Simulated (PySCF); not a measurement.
Cl$_{2}$Sc (SMILES [Cl][Sc+][Cl]), charge +1, singlet, geometry from GFN2-xTB (such geometries of metal compounds can be far from the true shape) (the multiplicity is a formal guess).

PySCF was given this input:
```python
from pyscf import gto, scf, dft

mol = gto.M(
    atom='''
Sc    0.40621830   -0.00029416    0.42871085
Cl    1.19503248    0.37581167   -1.63460469
Cl   -1.69683156   -0.37544829    1.10502071
''',
    basis='6-31g*',
    charge=1,
    verbose=3,
)

mf = dft.RKS(mol)
mf.xc = 'wb97x_v'
mf = mf.density_fit(auxbasis='def2-universal-jkfit')
mf.kernel()
```

Q: Give the Mulliken (on the basis functions themselves) charges in atom order at the level PySCF with DF-WB97X-V/6-31G*.

A: Sc1 1.24, Cl2 -0.12, Cl3 -0.12

Q: Estimate the total energy that DF-WB97X-V/6-31G* returns for this input.

A: -1680.6151 Eh

Q: Estimate the HOMO-LUMO gap that DF-WB97X-V/6-31G* returns for this input.

A: 9.83 eV

Q: Predict the number of basis functions from DF-WB97X-V/6-31G*.

A: 70

Q: Predict the nuclear repulsion energy from DF-WB97X-V/6-31G*.

A: 206.3451 Eh

Q: Estimate the HOMO energy that DF-WB97X-V/6-31G* returns for this input.

A: -17.03 eV
